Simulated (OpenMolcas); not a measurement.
## Ge⁺: thermal populations, the spin-orbit constant, worked from levels

```yaml
Program: OpenMolcas 26.06
Basis: ANO-RCC-VTZP [6s5p3d1f]
Scalar_Hamiltonian: DKH2, point nucleus
Active_space: 3 electrons in 4 orbitals (4s 4p)
State_averaging: 2S+1 = 4 odd, 1 root (0 in the spin-orbit step); 2S+1 = 2 odd, 3 roots kept (CI in the orbitals of an earlier block); 2S+1 = 4 even, 3 roots; 2S+1 = 2 even, 9 roots kept (CI in the orbitals of an earlier block)
Spin-orbit_coupling: RASSI with atomic mean-field integrals over the reference wave functions, term energies averaged over their components
```

Methods: CASSCF; SS-CASPT2, IPEA 0.25 Eh, imaginary shift 0.1 Eh (closed shells correlated: 3d). Measured levels: NIST Handbook of Basic Atomic Spectroscopic Data.

**Thermal populations.** Z = Σ (2J + 1) exp(-E/kT) with k = 0.695035 cm-1/K, over the levels below. No other level of either list lies under 62400 cm-1, which is above 7 kT at each temperature.

```csv
Level,2J + 1,SS-CASPT2,measured
4s² 4p ²P°_1/2,2,0.0,0.0
4s² 4p ²P°_3/2,4,1577,1767
4s 4p² ⁴P_1/2,2,47810,51576
4s 4p² ⁴P_3/2,4,48410,52291
4s 4p² ⁴P_5/2,6,49320,53367
```

```csv
T (K),"Z, SS-CASPT2","Z, measured levels","Ground level (%), SS-CASPT2","Ground level (%), measured levels"
5000,4.541,4.406,44.0,45.4
8000,5.014,4.912,39.9,40.7
12000,5.346,5.258,37.4,38.0
```

At 12000 K, kT = 8340 cm-1, and the computed levels give Z = 2.000 + 3.311 + 0.006 + 0.012 + 0.016 = 5.346.

**The spin-orbit constant.** For the Hund term ²P° of p1, E(J) = (A/2) J(J+1) + constant and ζ = 2S·A = A. From J = 1/2 to J = 3/2 the energy changes by 1.5 A.

| Source | E(3/2) - E(1/2) | A | ζ |
| --- | --- | --- | --- |
| CASSCF | 1577.2 | 1051.5 | 1051 |
| SS-CASPT2 | 1577.2 | 1051.5 | 1051 |
| measured | 1767.4 | 1178.3 | 1178 |

All in cm-1. SS-CASPT2 is off by -10.8 % and CASSCF by -10.8 %. Both methods take the spin-orbit matrix elements from the reference wave functions, so the second can move ζ only through the term energies and any multistate remixing.

Over all roots computed the reference weight is 0.91 to 0.96 in SS-CASPT2; the roots of lowest weight are the least certain, and an intruder state may touch them. Some high roots are left out of the spin-orbit mixing, which shifts the levels that they would mix with. Terms from blocks run as CI alone lack orbitals of their own. Terms of s pⁿ other than that of highest spin mix with s² pⁿ⁻² d, which this space lacks; all of them can be thousands of cm-1 off, and some have no real level of that name. Without dynamic correlation excited terms often stand tens of per cent too high (terms of higher spin than the ground term too low), and those without a measured partner can miss by more than the paired ones (holds for CASSCF). Computed and measured levels are paired by configuration, term and J; levels that our copy of the source lacks, or whose pairing is in doubt (as where it misses far off the trend of its configuration), stay unpaired and out of the deviations. Levels of configurations outside the active space are missing.

° marks odd parity.
